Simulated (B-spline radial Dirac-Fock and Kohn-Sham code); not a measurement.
The computed values come from a radial atomic solver: relaxed Dirac-Fock hole states (ΔSCF) with Breit and QED corrections and a finite nucleus. Correlation energy is missing from these numbers.

Q: An atom or ion in its tabulated ground configuration has these computed binding energies (the last is its least bound level). Which is it?

```tsv
level	binding energy (eV)
2p1/2	8692.9
3s	2160.7
4p1/2	448.8
4d3/2	276.3
5s	146.8
5p	120.2
4f	110.1
```

A: Dy⁷⁺: Z = 66 with 59 electrons, [Kr] 4d10 4f9 5s2 5p2.

Q: Identify the element and charge state from the binding energies below (tabulated ground configuration; the least bound level is included).

```
level  binding energy (eV)
    K               7884.8
   L1               1108.6
   L3                959.7
   M1                262.2
   M2                217.4
   M3                215.2
 M4,5                154.7
```

A: Co⁷⁺: Z = 27 with 20 electrons, [Ar] 3d2. The hydrogen-like estimate √(E/Ry) = 24.1 for the K level lies 2.9 below Z; the outermost level, at 154.7 eV, fixes the charge.
